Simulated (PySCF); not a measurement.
**A ladder for the ionisation energy of Bi(2+)**

Bi(2+) [Xe] 4f14 5d10 6s2 6p1 (2P) → Bi(3+) [Xe] 4f14 5d10 6s2 (1S). Scalar values calculated with PySCF 2.14 in aug-cc-pwCVTZ-DK3 (spin-free X2C; valence: [Xe] 4f14 5d10 frozen; valence and next inner shell: [Kr] 4d10 4f14 frozen). The spin-orbit shift comes from two-component X2C-1e calculations (generalised Hartree-Fock, GHF, and MP2 on its spinors, GMP2) in x2c-TZVPall-2c: GMP2 gives 23.439 eV without and 25.310 eV with screened spin-orbit coupling, a shift of 1.872 eV (GHF: 1.926 eV). Sums use unrounded values; where a UHF row is shifted, it takes the GHF shift.

| method | scalar (eV) | plus spin-orbit shift (eV) | error (eV) |
| --- | --- | --- | --- |
| UHF | 23.088 | 25.014 | -0.557 |
| MP2 (valence) | 23.298 | 25.170 | -0.401 |
| SCS-MP2 (valence) | 23.289 | 25.160 | -0.410 |
| CCSD (valence) | 23.350 | 25.222 | -0.349 |
| CCSD(T) (valence) | 23.361 | 25.232 | -0.338 |
| M06-L | 23.217 | 25.088 | -0.482 |
| BLYP | 23.646 | 25.517 | -0.054 |
| LDA | 23.937 | 25.808 | 0.238 |
| PBE | 23.675 | 25.547 | -0.024 |
| PBE0 | 23.704 | 25.575 | 0.005 |
| r2SCAN | 23.770 | 25.641 | 0.071 |
| MP2 (valence and next inner shell) | 23.609 | 25.481 | -0.090 |
| SCS-MP2 (valence and next inner shell) | 23.501 | 25.373 | -0.198 |

Reference: 25.571 eV (measured; NIST Atomic Spectra Database, ionization energies).

The errors of the correlated levels include the incompleteness of the basis and the frozen core, so a lower level can come closer by cancellation.

The GHF and GMP2 shifts differ by 0.055 eV: spin-orbit coupling and correlation are not additive here, and the shift is the weak step of the composite.
